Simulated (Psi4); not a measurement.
BrCs, singlet, at a GFN2-xTB geometry (such geometries of metal compounds can be far from the true shape) (core potentials on Cs); CAM-B3LYP/def2-QZVPPD (Psi4 1.11).

Here is a job for Psi4.
```
memory 2 GB

molecule mol {
0 1
  Cs   -0.000000   -0.000000   -1.192498
  Br    0.000000    0.000000    1.873925
}

set basis def2-qzvppd
set reference rks

energy('cam-b3lyp')
print_variables()
```

It wrote (shortened):

```
   => Loading Basis Set <=

    Name: DEF2-QZVPPD
    Role: ORBITAL
    Keyword: BASIS

    !!!  WARNING: ECP capability is in beta. Please check occupations closely.  !!!

         ---------------------------------------------------------
                                   SCF
               by Justin Turney, Rob Parrish, Andy Simmonett
                          and Daniel G. A. Smith
                              RKS Reference
         ---------------------------------------------------------

  ==> Geometry <==

    Molecular point group: c2v
    Full point group: C_inf_v

    Geometry (in Angstrom), charge = 0, multiplicity = 1:

       Center              X                  Y                   Z               Mass
    ------------   -----------------  -----------------  -----------------  -----------------
         CS           0.000000000000     0.000000000000    -1.142444887989   132.905451961000
         BR           0.000000000000     0.000000000000     1.923978112011    78.918337600000

  Running in c2v symmetry.

  Rotational constants: A = ************  B =      0.03621  C =      0.03621 [cm^-1]
  Rotational constants: A = ************  B =   1085.44315  C =   1085.44315 [MHz]
  Nuclear repulsion =   54.360021875993624

  Charge       = 0
  Multiplicity = 1
  Electrons    = 44
  Nalpha       = 22
  Nbeta        = 22

  ==> Algorithm <==

  SCF Algorithm Type is DF.
  DIIS enabled.
  MOM disabled.
  Fractional occupation disabled.
  Guess Type is SAD.
  Energy threshold   = 1.00e-06
  Density threshold  = 1.00e-06
  Integral threshold = 1.00e-12

  ==> Primary Basis <==

  Basis Set: DEF2-QZVPPD
    Blend: DEF2-QZVPPD
    Number of shells: 48
    Number of basis functions: 160
    Number of Cartesian functions: 196
    Spherical Harmonics?: true
    Max angular momentum: 4

  Core potential: DEF2-QZVPPD
    Number of shells: 4
    Number of ECP primitives: 10
    Number of ECP core electrons: 46
    Max angular momentum: 3

  ==> DFT Potential <==

   => LibXC <=

    Version 7.1.2
    S. Lehtola, C. Steigemann, M. J. T. Oliveira, and M. A. L. Marques,  SoftwareX 7, 1–5 (2018) (10.1016/j.softx.2017.11.002)

   => Composite Functional: CAM-B3LYP <=

    CAM-B3LYP Hyb-GGA Exchange-Correlation Functional

    T. Yanai, D. P. Tew, and N. C. Handy,  Chem. Phys. Lett. 393, 51 (2004) (10.1016/j.cplett.2004.06.011)

    Deriv               =              1
    GGA                 =           TRUE
    Meta                =          FALSE

    Exchange Hybrid     =           TRUE
    MP2 Hybrid          =          FALSE

   => Exchange Functionals <=

    0.3500         Becke 88 [omega = 0.3300]
    0.4600   Short-range recipe for B88 functional - erf [omega = 0.3300]

   => Exact (HF) Exchange <=

    0.4600            HF,LR [omega = 0.3300]
    0.1900               HF

   => Correlation Functionals <=

    0.1900   Vosko, Wilk & Nusair (VWN5)
    0.8100   Lee, Yang & Parr

   => LibXC Density Thresholds  <==

    XC_HYB_GGA_XC_CAM_B3LYP:  1.00E-14

   => Molecular Quadrature <=

    Radial Scheme          =       TREUTLER
    Pruning Scheme         =           NONE
    Nuclear Scheme         =       TREUTLER

    Blocking Scheme        =         OCTREE
    BS radius alpha        =              1
    Pruning alpha          =              1
    Radial Points          =             75
    Spherical Points       =            302
    Total Points           =          43930
    Total Blocks           =            466
    Max Points             =            253
    Max Functions          =            160
    Weights Tolerance      =       1.00E-15

   => Loading Basis Set <=

    Name: (DEF2-QZVPPD AUX)
    Role: JKFIT
    Keyword: DF_BASIS_SCF

  ==> Integral Setup <==

  SCF_SUBTYPE=INCORE selected. In-core MEM_DF algorithm will be used.
  Using in-core AOs.

  ==> MemDFJK: Density-Fitted J/K Matrices <==

    J tasked:                   Yes
    K tasked:                   Yes
    wK tasked:                  Yes
    Omega:                3.300E-01
    Algorithm:                 Core
    Schwarz Cutoff:           1E-12
    Mask sparsity (%):       0.6250
    Fitting Condition:        1E-10

   => Auxiliary Basis Set <=

  Basis Set: (DEF2-QZVPPD AUX)
    Blend: DEF2-UNIVERSAL-JKFIT
    Number of shells: 94
    Number of basis functions: 396
    Number of Cartesian functions: 542
    Spherical Harmonics?: true
    Max angular momentum: 5

  Minimum eigenvalue in the overlap matrix is 6.9649400254E-04.
  Reciprocal condition number of the overlap matrix is 1.2418066151E-04.
    Using symmetric orthogonalization.

  ==> Pre-Iterations <==

  SCF Guess: Superposition of Atomic Densities via on-the-fly atomic UHF (no occupation information).

   -------------------------
    Irrep   Nso     Nmo
   -------------------------
     A1        66      66
     A2        18      18
     B1        38      38
     B2        38      38
   -------------------------
    Total     160     160
   -------------------------

  ==> Iterations <==

                           Total Energy        Delta E     RMS |[F,P]|

   @DF-RKS iter SAD: -2592.38888213379869   -2.59239e+03   0.00000e+00
   @DF-RKS iter   1: -2594.00482713414158   -1.61595e+00   2.55780e-02 ADIIS/DIIS
   @DF-RKS iter   2: -2593.80641351329041    1.98414e-01   2.79518e-02 ADIIS/DIIS
   @DF-RKS iter   3: -2594.54818878703281   -7.41775e-01   9.09516e-04 ADIIS/DIIS
   @DF-RKS iter   4: -2594.55087621993971   -2.68743e-03   5.81023e-04 ADIIS/DIIS
   @DF-RKS iter   5: -2594.55215583610152   -1.27962e-03   3.77806e-05 DIIS
   @DF-RKS iter   6: -2594.55216963608291   -1.38000e-05   1.77015e-05 DIIS
   @DF-RKS iter   7: -2594.55217168144964   -2.04537e-06   3.79850e-06 DIIS
   @DF-RKS iter   8: -2594.55217196013245   -2.78683e-07   1.23731e-06 DIIS
   @DF-RKS iter   9: -2594.55217197489583   -1.47634e-08   2.35888e-07 DIIS
  Energy and wave function converged.

  ==> Post-Iterations <==

   Electrons on quadrature grid:
      Ntotal   =   43.9999985502 ; deviation = -1.450e-06

    Orbital Energies [Eh]
    ---------------------

    Doubly Occupied:

[...]
       5B2    -0.260123

    Virtual:

[...]
    Final Occupation by Irrep:
             A1    A2    B1    B2
    DOCC [    11,    1,    5,    5 ]
    NA   [    11,    1,    5,    5 ]
    NB   [    11,    1,    5,    5 ]

  @DF-RKS Final Energy: -2594.55217197489583

   => Energetics <=

    Nuclear Repulsion Energy =             54.3600218759936240
    One-Electron Energy =               -3728.6594038644907414
    Two-Electron Energy =                1153.3208695706457547
    DFT Exchange-Correlation Energy =     -73.5736595570445076
    Empirical Dispersion Energy =           0.0000000000000000
    VV10 Nonlocal Energy =                  0.0000000000000000
    Total Energy =                      -2594.5521719748962823

Computation Completed

Properties will be evaluated at   0.000000,   0.000000,   0.000000 [a0]

Properties computed using the SCF density matrix

 Multipole Moments:

 ------------------------------------------------------------------------------------
     Multipole            Electronic (a.u.)      Nuclear  (a.u.)        Total (a.u.)
 ------------------------------------------------------------------------------------

 L = 1.  Multiply by 2.5417464519 to convert [e a0] to [Debye]
 Dipole X            :          0.0000000            0.0000000            0.0000000
 Dipole Y            :          0.0000000            0.0000000            0.0000000
 Dipole Z            :       -112.0946109          107.8225380           -4.2720729
 Magnitude           :                                                    4.2720729

 ------------------------------------------------------------------------------------

  Variable Map:
  ----------------------------------------------------------------------------
[...]
  Array Variable Map:
  ----------------------------------------------------------------------------
[...]
[...]
```
